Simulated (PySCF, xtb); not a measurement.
Zn(iPr)(OH) (C3H8OZn), SMILES C[CH](C)[Zn][OH].

GFN2-xTB (xtb 6.7.1) at its own geometry gives an orbital gap of 3.66 eV and a dipole moment of 2.00 D.

Geometry optimised at B3LYP-D3(BJ)/def2-SVP. The structure was generated by enumeration; whether it is a known compound was not checked. The values are those of a single conformer.

**Question.** What does PBE/def2-TZVP in PySCF give? (The exact figures need the calculation; the answer reports its results.)

**Answer.** gap 4.99 eV (levels -6.13 and -1.15 eV), dipole 1.92 D.
